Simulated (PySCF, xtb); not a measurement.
Al(F)(H)(iPr) (C3H8AlF), SMILES C[CH](C)[AlH][F].

GFN2-xTB (xtb) at its own geometry gives an orbital gap of 3.94 eV and a dipole moment of 2.02 D.

Coordinates come from a B3LYP-D3(BJ)/def2-SVP optimisation. The structure was generated by enumeration; whether it is a known compound was not checked. One conformer was computed; it need not be the lowest.

What does PBE/def2-TZVP in PySCF give? (The exact figures need the calculation; the answer reports its results.)

gap 4.52 eV (levels -6.24 and -1.72 eV), dipole 1.82 D.
